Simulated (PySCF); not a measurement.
Gas-phase reaction: 2 Ge(CH3)4 + 3 C2H6 ⇌ 2 CH3GeH3 + 6 C2H5

Energies from PySCF (xtb for GFN2), thermal terms from the rigid-rotor harmonic-oscillator model, ideal gas at 1 bar. S°(298 K) at PBE0/def2-TZVP differs from the NASA 1993 table for C2H5 (+9 J/mol/K); whether the harmonic model or the table's entry is off was not settled. † marks an energy on the PBE0/def2-TZVP geometry and frequencies; other levels use their own. 6-31G* has spherical d functions here. Open shells (unrestricted): C2H5 (multiplicity 2); the rest are closed-shell singlets. GFN2 has no spin-polarisation term. B3LYP is the form with VWN-RPA correlation. Ge: all electrons, no relativistic terms. The harmonic model lacks anharmonicity and excited electronic states, which grow with temperature; levels with a mode under 35 cm⁻¹ are left out. Internal rotation in Ge(CH3)4, C2H6, CH3GeH3, C2H5 is treated as a harmonic vibration of one conformer, which makes the entropy rough.

```
level              ΔE electronic, kJ  ΔH°(298 K), kJ  ΔS°(298 K), J/K  ΔG°(1200 K), kJ
-----------------  -----------------  --------------  ---------------  ---------------
B3LYP/6-31G*                    1260            1159              632              399
B3LYP/def2-TZVP†                1239            1145              638              379
GFN2-xTB                        1440            1334              636              567
HF/6-31G*                        938             834              632               72
HF/def2-TZVP†                    935             840              638               75
PBE/def2-SVP                    1296            1202              634              442
r2SCAN/def2-TZVP†               1239            1144              638              379
```
ΔH° is lowest at HF/6-31G* and highest at GFN2-xTB. No reference value is set beside these.
